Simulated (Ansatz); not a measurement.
Abridged output of a molecular run in Ansatz:

```
Functional definition: HF
1649 factors; integrals over basis functions are off by at most 1.0e-3 eV
mean field evaluation 1: about -10026.9471 eV, gradient 5.0e1 eV
mean field evaluation 2: about -10027.0941 eV, gradient 5.0e1 eV
mean field evaluation 4: about -10032.3021 eV, gradient 4.7e0 eV
mean field evaluation 8: about -10032.3811 eV, gradient 2.7e-1 eV
mean field evaluation 16: about -10032.3816 eV, gradient 1.6e-6 eV
mean field -10032.38157723 eV, -368.6832227708 hartree, gradient 1.6e-6 eV, S^2 0.000000; 0 other end points of the search recorded, 0 dependent functions left out
7 core orbitals not correlated: weight in the atoms' cores, before any rotation towards them, 1.000 or more for the frozen orbitals, at most 0.000 for the correlated occupied ones
reference -10032.38157723 eV, -368.6832227708 hartree; 18, 18 occupied and 230, 230 virtual orbitals, 1649 factors
second order -25.65087601 eV of doubles, -0.00000000 eV of singles
cycle   1  -25.69296938 eV  change   -4.2e-2 eV  update   1.1e-1
cycle   2  -26.28593030 eV  change   -5.9e-1 eV  update   3.2e-2
cycle   3  -26.41450538 eV  change   -1.3e-1 eV  update   1.7e-2
cycle   4  -26.40699002 eV  change    7.5e-3 eV  update   4.1e-3
cycle   5  -26.40473075 eV  change    2.3e-3 eV  update   1.8e-3
cycle   6  -26.40530829 eV  change   -5.8e-4 eV  update   5.4e-4
cycle   7  -26.40518045 eV  change    1.3e-4 eV  update   2.3e-4
cycle   8  -26.40510246 eV  change    7.8e-5 eV  update   7.9e-5
cycle   9  -26.40512805 eV  change   -2.6e-5 eV  update   3.0e-5
perturbative correction -0.91061942 eV, -0.0334646465 hartree
Total energy: -10059.69732470 eV, -369.6870579750 hartree
```

Its atoms:

Cartesian coordinates in Å:
```
C -0.534 1.307 1.303
Sn 0.581 -0.053 0.105
C -0.354 -0.503 -1.763
O 0.562 -1.706 1.194
H -0.022 1.463 2.253
H -0.648 2.265 0.796
H -1.521 0.886 1.497
H 2.224 0.408 -0.105
H -0.438 0.396 -2.375
H 0.230 -1.246 -2.306
H -1.352 -0.903 -1.579
H 1.270 -2.316 0.980
```

Q: Which basis set was used?
A. def2-SVP
B. def2-SVPD
C. def2-TZVPPD
D. def2-TZVPP

A: D. It gives 255 functions.

Q: Write the keys of the input that set method, charge and spin (a neutral closed shell needs none for the last two).

A: 
```yaml
correlation: {method: ccsd_t}
```
